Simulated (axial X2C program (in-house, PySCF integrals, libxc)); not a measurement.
## Outer orbitals of ZnH⁺ at 1.514 Å, HF

All values were computed with an axial X2C code built on PySCF integrals. Spin-free means the one-electron spin-free X2C Hamiltonian; two-component (2c) means X2C with spin–orbit coupling and atomic mean-field two-electron Coulomb and Gaunt terms, so the difference of the two also holds small scalar two-electron terms. Basis: Zn dyall-cv3z [9s10p6d3f2g], H dyall-v3z [6s2p1d] (cores contracted in-house); Gaussian nuclei, density fitting, unrestricted open shells. Masses: Zn 63.929 u, H 1.008 u.

The distance is close to the 2c PBE0 minimum; the highest filled and lowest empty levels are listed.

Spin-free orbitals, state M_S = 0, Λ = 0 (closed shell) (Löwdin shares):

```csv
symmetry,occupied,ε (eV),atomic character
σα,yes,-30.21,98% Zn d
δ-α,yes,-30.19,100% Zn d
δ+α,yes,-30.19,100% Zn d
π-α,yes,-30.14,100% Zn d
π+α,yes,-30.14,100% Zn d
σα,yes,-18.97,"53% H s, 37% Zn s, 7% Zn p"
σα,no,-6.97,"50% Zn p, 39% Zn s, 9% H s"
π-α,no,-4.23,"97% Zn p, 2% H p"
π+α,no,-4.23,"97% Zn p, 2% H p"
σα,no,-1.77,"78% Zn p, 11% Zn s, 6% H s"
```

One partner of each degenerate Kramers or spin pair is listed.

Spinors with spin–orbit coupling (state Ω = 0):

```csv
ω,occupied,ε (eV),atomic character,λ mixture
3/2,yes,-30.43,100% Zn d,"84% δ, 16% π"
1/2,yes,-30.43,99% Zn d,"51% π, 49% σ"
5/2,yes,-30.03,100% Zn d,100% δ
1/2,yes,-30.02,99% Zn d,"51% σ, 49% π"
3/2,yes,-29.99,100% Zn d,"84% π, 16% δ"
1/2,yes,-18.97,"53% H s, 37% Zn s, 7% Zn p",100% σ
1/2,no,-6.97,"50% Zn p, 39% Zn s, 9% H s",100% σ
1/2,no,-4.24,"97% Zn p, 2% H p",100% π
3/2,no,-4.21,"97% Zn p, 2% H p",100% π
1/2,no,-1.76,"78% Zn p, 11% Zn s, 6% H s",100% σ
```

One partner of each degenerate Kramers or spin pair is listed.

Mulliken charges and populations of the two-component result (they depend on the basis, above all on diffuse functions):

Zn 1.09 e (s 6.80 p 12.12 d 9.99), H -0.09 e (s 1.07 p 0.03).

One determinant describes the state; a PBE0 search over occupations chose it and may have missed a lower one.
